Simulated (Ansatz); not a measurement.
Reaction (formal exchange of groups at the Si–Si bond): `N[SiH2][SiH2][SeH]` + `BN` → `NB[SiH2][SeH]` + `N[SiH3]`

Computed with Ansatz on PBE0-D4/def2-TZVP structures; ΔE is electronic, products minus reactants. CCSD(T)/CBS is the MP2 limit (def2-TZVPP, def2-QZVPP) plus CCSD(T) − MP2 in def2-TZVPP, frozen cores. This one scheme is used for every species. Functionals use def2-TZVPP. For Se outer-core shells are correlated without core-valence functions, which leaves a few kJ/mol of doubt a bond. Scalar relativity is left out up to krypton. One conformer a species, not always the lowest.

```json
{"level": "ωB97M-V", "ΔE (eV)": "0.16"}
{"level": "r2SCAN", "ΔE (eV)": "0.17"}
{"level": "SCS-MP2/def2-TZVPP", "ΔE (eV)": "0.13"}
{"level": "HF/def2-QZVPP", "ΔE (eV)": "0.11"}
```

Problem. What does CCSD(T)/CBS give? (Best estimate.)

Solution. Ansatz gave: +0.17 eV. The listed levels differ from it by -0.01, 0.00, -0.04, -0.06 eV.

Largest T1 diagnostic among the species: 0.012.

In def2-TZVPP, CCSD(T) changes the Hartree–Fock value by +0.03 eV (the triples alone add +0.01 eV) and MP2 by +0.04 eV. The D4 term adds +0.06 eV with B3LYP and +0.03 eV with PBE0; it sums over pairs of atoms, weighted by their polarisabilities, and B3LYP, whose exchange is more repulsive, gets the larger term.

B3LYP here is the variant with VWN-RPA as its local correlation; programs differ in this.
